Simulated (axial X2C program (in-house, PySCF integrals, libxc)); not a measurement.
# Spin–orbit effects down a group: molecules with Li (ions), HF

Computed with an in-house relativistic program for diatomic molecules, spin-free (one-electron X2C) or two-component (2c: spin–orbit coupling with atomic mean-field Coulomb and Gaunt terms, which also bring small scalar terms), in Dyall basis sets with cores contracted in-house; open shells are unrestricted.

Basis sets: Cr dyall-cv3z, Li dyall-cv3z, Mo dyall-cv3z, W dyall-cv3z.

```json
{"molecule": "LiCr⁺", "spin-free state": "M_S = 3, Λ = 0", "Re (Å)": "3.046", "ωe (cm⁻¹)": "210.0", "De (eV)": "0.99", "2c state": "Ω = 3", "Re 2c (Å)": "3.047", "ωe 2c (cm⁻¹)": "209.9", "De 2c (eV)": "0.99"}
{"molecule": "LiMo⁺", "spin-free state": "M_S = 3, Λ = 0", "Re (Å)": "3.046", "ωe (cm⁻¹)": "219.4", "De (eV)": "0.96", "2c state": "Ω = 3", "Re 2c (Å)": "3.047", "ωe 2c (cm⁻¹)": "219.2", "De 2c (eV)": "0.96"}
{"molecule": "LiW⁺", "spin-free state": "M_S = 3, Λ = 0", "Re (Å)": "2.884", "ωe (cm⁻¹)": "248.0", "De (eV)": "n/a", "2c state": "Ω = 3", "Re 2c (Å)": "2.883", "ωe 2c (cm⁻¹)": "247.8", "De 2c (eV)": "n/a"}
```

Task: Work out the shifts from the spin-free to the two-component result.

Result: 

```csv
molecule,2c state,ΔRe (Å),Δωe (cm⁻¹),ΔDe (eV)
LiCr⁺,Ω = 3,0.001,-0.1,0.00
LiMo⁺,Ω = 3,0.001,-0.2,0.00
LiW⁺,Ω = 3,-0.001,-0.2,n/a
```

Shifts of one unit in the last digit are rounding.

Fragments in 2c: Cr + Li+, Mo + Li+, W + Li+. Each entry is the lowest single determinant of a limited PBE0 search at one distance. De goes to single-determinant-based atoms at the same level (for ions the charge split of lowest energy) and is withheld (n/a) where an atom does not fit its ground term or J level. Main or longest-lived isotopes. One determinant is a doubtful description, or other states lie close, for LiCr⁺, LiMo⁺, LiW⁺; these need not be ground states, and all values refer to the states named. Some open-shell Ω = 0 determinants are out of reach, so the Ω given for LiCr⁺, LiMo⁺, LiW⁺ need not be the lowest component. With several unpaired electrons the Ω given is that of one determinant, not necessarily of the lowest component.
